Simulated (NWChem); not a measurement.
## Correlation energy of CF₂I

SMILES: F[C](I)F
```xyz
4

F      1.9251    -0.0767    -1.0732
C      1.3048     0.3407     0.0000
F      1.9251    -0.0767     1.0732
I     -0.8015    -0.0125     0.0000
```
Charge 0, spin multiplicity 2.

Everything below was run with NWChem. The geometry was optimised at UPBE0/def2-SVP with def2 effective core potentials on I, a minimum by its harmonic frequencies.

Basis set: def2-SVP. Each correlation energy counts from its own Hartree-Fock reference.

Effective core potentials replace the inner electrons of I; spin-orbit coupling is left out. The correlated methods keep 7 core orbitals frozen. The structure started from a generated list of species. The unpaired electrons of the parent sit in orbitals of symmetry a' (Cs labels of the run); other states weren't searched. No SCF solution was tested for a lower state. Open-shell Hartree-Fock references start from PBE0 orbitals. Coupled-cluster values serve here as a point of comparison, not as the truth.

```json
[
 {"method": "CCSD(T) on UHF", "correlation energy (mHa)": "?"},
 {"method": "UMP2", "correlation energy (mHa)": "-593.6"},
 {"method": "SCS-UMP2", "correlation energy (mHa)": "?"},
 {"method": "CCSD(T) on ROHF", "correlation energy (mHa)": "-629.2"},
 {"method": "CCSD[T] on UHF", "correlation energy (mHa)": "-627.3"},
 {"method": "CCSD on UHF", "correlation energy (mHa)": "-611.3"},
 {"method": "CCSD[T] on ROHF", "correlation energy (mHa)": "-631.1"},
 {"method": "CCSD on ROHF", "correlation energy (mHa)": "-614.6"}
]
```

Q: Complete the blanks.

A: 
- CCSD(T) on UHF, correlation energy (mHa): -625.4
- SCS-UMP2, correlation energy (mHa): -565.5
